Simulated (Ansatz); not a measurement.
C2H7FGe, SMILES `C[CH](F)[GeH3]`. The species carries charge 0 and has multiplicity 1. All single points use the PBE0-D4/def2-TZVP geometry.

```xyz
11

C     1.359    0.232   -0.427
C    -0.124    0.486   -0.509
F    -0.579    0.134   -1.782
Ge   -1.186   -0.534    0.820
H     1.586   -0.829   -0.555
H     1.887    0.793   -1.202
H     1.742    0.550    0.546
H    -0.335    1.554   -0.386
H    -2.683   -0.276    0.599
H    -0.789   -0.080    2.236
H    -0.880   -2.032    0.659
```

Task: What is the dipole moment at ωB97M-V/def2-TZVPP? (Best estimate.)

Result: Ansatz gave: 1.65 D, with components (0.90, 0.58, 1.26) D in this frame, pointing from negative to positive charge.

Task: And with PBE, r2SCAN, B3LYP? (Estimate.)

Result: Ansatz gave: PBE 1.55 D, r2SCAN 1.62 D, B3LYP 1.66 D.

Task: Give the Mulliken charges with ωB97M-V, B3LYP, r2SCAN in def2-TZVPP. (Best estimate.)

Result: Ansatz gave: 
```
atom  ωB97M-V  B3LYP  r2SCAN
  C1    -0.31  -0.26   -0.15
  C2     0.01   0.09    0.13
  F3    -0.24  -0.25   -0.25
 Ge4     0.04   0.09    0.09
  H5     0.12   0.10    0.06
  H6     0.12   0.10    0.06
  H7     0.11   0.09    0.05
  H8     0.11   0.08    0.04
  H9     0.02   0.00   -0.01
 H10     0.01  -0.02   -0.02
 H11     0.02  -0.01   -0.01
```

B3LYP here is the variant with VWN-RPA as its local correlation; programs differ in this.
